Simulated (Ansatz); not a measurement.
The same atomization along the group B, Al, Ga, In.

Computed with Ansatz on PBE0-D4/def2-TZVP structures; ΔE is electronic, products minus reactants. CCSD(T)/CBS is the MP2 limit (def2-TZVPP, def2-QZVPP) plus CCSD(T) − MP2 in def2-TZVPP, frozen cores. This one scheme is used for every species, atoms too. Functionals use def2-TZVPP. Open shells (•) are unrestricted, without spin–orbit coupling. Spin–orbit coupling would lower the free atoms: a little for Al, B, C, Cl; clearly for Ga; strongly for In. def2 core potentials past Kr. Bonds to Ga, In are less sure, by a few kJ/mol each and by 10 to 20 or more in all where they break to atoms, as the def2 sets lack core-valence functions. Scalar relativity is left out up to krypton. Each species was taken in one conformer, which may not be the lowest.

| reaction | B2PLYP (kcal/mol) | PBE-D4 (kcal/mol) | CCSD/CBS(def2) (kcal/mol) | CCSD(T)/CBS(def2) (kcal/mol) |
| --- | --- | --- | --- | --- |
| `C=CB(Cl)Cl` → B• + 2 C• + 2 Cl• + 3 H• | 763.0 | 794.7 | 753.0 | 767.1 |
| `C=[CH][Al]([Cl])[Cl]` → Al• + 2 C• + 2 Cl• + 3 H• | 723.3 | 745.4 | 721.2 | 733.5 |
| `C=[CH][Ga]([Cl])[Cl]` → Ga• + 2 C• + 2 Cl• + 3 H• | 686.4 | 710.4 | 684.6 | 697.4 |
| `C=[CH][In]([Cl])[Cl]` → In• + 2 C• + 2 Cl• + 3 H• | 657.1 | 682.3 | 657.5 | 670.6 |

Largest T1 diagnostic: 0.018, for Al•.

For atomizations the MP2-based limit and the directly extrapolated one differ by several kJ/mol either way, and by 10 to 25 for some Ge, Se and Sn compounds, so smaller differences from it don't rank the levels.
